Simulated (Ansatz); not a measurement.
This geometry of CH₇N₃Si (12 atoms, charge 0, multiplicity 1) is a first-order saddle point.

Theory: Ansatz, RKS PBE-D4/STO-3G.

```xyz
12
Properties=species:S:1:pos:R:3
N -1.573 -0.701 0.525
C -0.242 -0.783 0.522
N 0.415 -1.847 1.183
Si 0.750 0.556 -0.388
N -0.680 1.498 -0.949
H -1.707 0.226 -0.070
H 1.451 -1.944 1.203
H -0.144 -2.574 1.679
H 1.531 0.065 -1.520
H 1.599 1.372 0.477
H -0.696 1.575 -2.004
H -0.627 2.503 -0.624
```

Which two structures does it join? (They come from a converged band through this point; their orientation in space is the band's.)

No bond is made or broken. The height of N3 over the plane of its neighbours goes from 0.41 to -0.41 Å. The two ends are copies of one structure, up to a mirror image or an exchange of like atoms. The height can change sign by an inversion or by a turn that exchanges like atoms.

First end point:

```xyz
12
Properties=species:S:1:pos:R:3
N -1.517 -0.707 0.541
C -0.194 -0.813 0.483
N 0.474 -2.008 0.982
Si 0.769 0.523 -0.463
N -0.687 1.495 -0.898
H -1.658 0.240 -0.033
H 1.330 -1.744 1.553
H -0.192 -2.503 1.646
H 1.455 0.054 -1.664
H 1.686 1.304 0.362
H -0.771 1.617 -1.945
H -0.616 2.485 -0.532
```

Last end point:

```xyz
12
Properties=species:S:1:pos:R:3
N -1.516 -0.704 0.546
C -0.189 -0.767 0.553
N 0.496 -1.766 1.365
Si 0.776 0.604 -0.336
N -0.688 1.480 -0.923
H -1.660 0.227 -0.053
H 1.284 -2.216 0.812
H -0.198 -2.538 1.587
H 1.595 0.140 -1.453
H 1.569 1.465 0.537
H -0.713 1.527 -1.979
H -0.678 2.494 -0.623
```

How far does it lie above each of them?

13.5 kJ/mol above the first and 13.5 kJ/mol above the second. This is the barrier of this one path; another mechanism may lie lower. Limits of this set-up: minimal basis.

Run time: 2 min on 1 thread of Intel(R) Xeon(R) Processor @ 2.70GHz, on a shared host, peak memory 0.11 GiB.
